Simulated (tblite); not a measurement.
Compound: C₆H₅NO₂.
Atom-mapped SMILES: `[O:1]=[CH:2][O:3][c:4]1[cH:5][cH:6][cH:7][n:8][cH:9]1` (hydrogens: H10 on C2; H11 on C5; H12 on C6; H13 on C7; H14 on C9)

Computed with GFN2-xTB (tblite), gas phase: nudged elastic band of 9 images (0 to 8), spring 0.2 eV/Å², climbing image at the end, force threshold 0.05 eV/Å. The top image wasn't refined or checked by frequencies; at this threshold it can lie a kcal/mol or more above the true saddle point of the method.

The band describes a rotation about C4–O3 (aromatic carbon bearing oxygen, ester single-bonded oxygen), followed by the dihedral C9–C4–O3–C2, from the optimised start (161°) to a second optimised geometry at -24°.

Question: How does the energy change from image to image?

Answer: 
```json
{"image": "0", "dihedral (°)": "161", "E (eV)": "0.000", "C4–O3 (Å)": "1.389", "C9···C2 (Å)": "3.59", "largest true force (eV/Å)": "0.01"}
{"image": "1", "dihedral (°)": "-177", "E (eV)": "0.000", "C4–O3 (Å)": "1.388", "C9···C2 (Å)": "3.61", "largest true force (eV/Å)": "0.03"}
{"image": "2", "dihedral (°)": "-156", "E (eV)": "0.001", "C4–O3 (Å)": "1.389", "C9···C2 (Å)": "3.58", "largest true force (eV/Å)": "0.02"}
{"image": "3", "dihedral (°)": "-133", "E (eV)": "0.012", "C4–O3 (Å)": "1.392", "C9···C2 (Å)": "3.48", "largest true force (eV/Å)": "0.04"}
{"image": "4", "dihedral (°)": "-110", "E (eV)": "0.043", "C4–O3 (Å)": "1.397", "C9···C2 (Å)": "3.34", "largest true force (eV/Å)": "0.04"}
{"image": "5", "dihedral (°)": "-87", "E (eV)": "0.057", "C4–O3 (Å)": "1.398", "C9···C2 (Å)": "3.18", "largest true force (eV/Å)": "0.04"}
{"image": "6", "dihedral (°)": "-64", "E (eV)": "0.039", "C4–O3 (Å)": "1.395", "C9···C2 (Å)": "3.02", "largest true force (eV/Å)": "0.04"}
{"image": "7", "dihedral (°)": "-42", "E (eV)": "0.024", "C4–O3 (Å)": "1.392", "C9···C2 (Å)": "2.92", "largest true force (eV/Å)": "0.04"}
{"image": "8", "dihedral (°)": "-24", "E (eV)": "0.015", "C4–O3 (Å)": "1.390", "C9···C2 (Å)": "2.96", "largest true force (eV/Å)": "0.01"}
```

Barriers of this band. The top is image 5 at -87°: 0.057 eV forward and 0.042 eV back; the end lies 0.015 eV above the start. The central bond is 0.009 Å longer at the top than at the start.

Question: What rate follows at 350 K for crossing this barrier forward?

Answer: Taking the electronic barrier for the free energy of activation (no zero-point or entropy terms, transmission 1), rate = (kT/h)·exp(−ΔE/kT) ≈ 1 × 10^12 s⁻¹, whose inverse is 9 × 10^-13 s. An error of 1 kcal/mol in the barrier changes this by a factor of 4, and the method and the loose band can each miss by that much or more. The barrier is only 1.9 kT, where transition-state theory is rough.

Question: How would the two end points share their population at 350 K, from these energies alone?

Answer: exp(−ΔE/kT) with ΔE = 0.015 eV gives 0.61 for the higher one (end) against 1 for the lower, without vibrational, rotational or degeneracy terms. GFN2-xTB can put conformers this close in the wrong order.

Question: How long is the path, and how are the images spaced?

Answer: Cartesian distances between aligned neighbours (all atoms, Å): 0.64, 0.65, 0.67, 0.68, 0.68, 0.70, 0.69, 0.66; the sum is 5.37 Å, and the top lies 62 % of the way along.

The cost below is that of the whole band run. The run took 5.5 s of wall time on one thread, Arm Neoverse N1 (aarch64), shared host with 64 logical CPUs at a one-minute load of 57, and the process peaked at 0.19 GiB of memory.
